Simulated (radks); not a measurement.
Q: Isoelectronic series with 13 electrons, all held in the configuration [Ne] 3s2 3p1, which need not be the ground one along the series. All-electron calculation, Dirac Kohn-Sham, LDA (Slater exchange, Perdew-Wang correlation), spin-unpolarised, spherical densities, finite nucleus; open shells fill j = l - 1/2 first; Fermi nuclear charge, rms radius of each element as measured or else 0.836 A^(1/3) + 0.57 fm. Program: a radial shooting solver on a logarithmic mesh with Libxc functionals. Total energies (hartree) and orbital eigenvalues (eV) (* marks an orbital that is empty in some or all of the ions):

ion    E (hartree)     3p3/2*      3p1/2      3s1/2      2p3/2      2p1/2
Al      -241.76654    -2.7733    -2.7903    -7.8235   -69.5563   -69.9974
Ar5+    -519.76736   -82.0207   -82.3311   -98.4791  -319.0485  -321.3098
V10+    -908.48689  -240.7227  -242.0436  -269.0651  -742.8327  -750.0643
Ni15+  -1409.22815  -476.1712  -479.8877  -517.8858  -1337.854  -1355.716
As20+  -2023.91101  -788.1430  -796.5527  -845.7448  -2103.946  -2141.440
Sr25+  -2754.98992  -1176.865  -1193.448  -1254.135  -3041.497  -3111.901
Tc30+  -3605.48351  -1642.769  -1672.493  -1745.054  -4151.181  -4273.095
I40+   -5680.06280  -2808.539  -2887.226  -2985.005  -6890.648  -7198.993
Ce45+   -6913.7606  -3509.916  -3629.431  -3740.738  -8522.740  -8983.659
Eu50+   -8286.3375  -4291.490  -4466.994  -4592.568  -10331.57  -10999.61

Estimate the row of Cd35+.

A: E (hartree) -4579.04621; 3p3/2* -2186.428; 3p1/2 -2236.102; 3s1/2 -2320.997; 2p3/2 -5433.876; 2p1/2 -5632.446.
